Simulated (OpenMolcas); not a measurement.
Ag2+: moving the ligands

Ag2+ with 4 ligands (chloride) in tetrahedral coordination (Td) at 2.55 Å. A charge of +0.5 e stands 3.2 Å behind each ligand. Ligand basis ANO-RCC-VDZP.

* Program: OpenMolcas 26.06
* Method: SS-CASPT2, IPEA 0.25 Eh, imaginary shift 0.1 Eh (closed shells correlated: 4s 4p and the ligand valence shells)
* Basis: ANO-RCC-VDZP [6s5p3d1f]
* Scalar Hamiltonian: DKH2, point nucleus
* Active space: 9 electrons in 5 orbitals (4d)
* State averaging: 2S+1 = 2 even, 5 roots
* Spin-orbit coupling: RASSI with atomic mean-field integrals over the reference wave functions

Runs around this geometry, states (labels of Td). Energies in cm-1 above the lowest state or level, χT in cm3 K/mol; under a threefold ground state the first gap can be a small split of the lowest multiplet, not the spin-orbit step; 10Dq is the gap between the two states; 10Dq is negative for this site.

```tsv
R (Å)	Ground state	First state of that spin	10Dq	First gap with spin-orbit (degeneracies)	χT at 300 K
2.52	2T2	2E 7350	-7354	1710 (2, 4)	0.451
2.55	2T2	2E 7080	-7084	1710 (2, 4)	0.462
2.64	2T2	2E 6410	-6409	1690 (2, 4)	0.490
```

Taking |10Dq| as R^-n, n = -ln(6409 / 7354) / ln(2.64 / 2.52) = 3.0 between the shortest and longest distance. The point-charge formula for a cubic d site gives n = 5.

Roots that are degenerate in the reference are averaged as groups; the widest CASPT2 spread within a group is 10 cm-1 (the 3-fold group of multiplicity 2 near 0 cm-1 above the lowest state of its run, R = 2.64). Shifts and gaps below about the spread of the groups concerned are not significant. Over all roots computed the reference weight is 0.73 to 0.74 in R = 2.52, 0.73 to 0.74 in R = 2.55, 0.74 in R = 2.64; a low but even weight reflects the number of correlated electrons. An orbital triplet at a regular site is open to Jahn-Teller coupling, which can distort the site and quench the lowest spin-orbit gaps and is left out. Ligand-to-metal charge-transfer states are missing. With one d shell and no ligand orbital active, 10Dq can be off by a tenth or more. The least metal-like active orbital is 84 % on the metal (Löwdin) and no ligand orbital is active, so the numbers are rough (holds for R = 2.52). No measured value stands beside these numbers; the geometry was imposed, not optimised, and the real ion may take another.
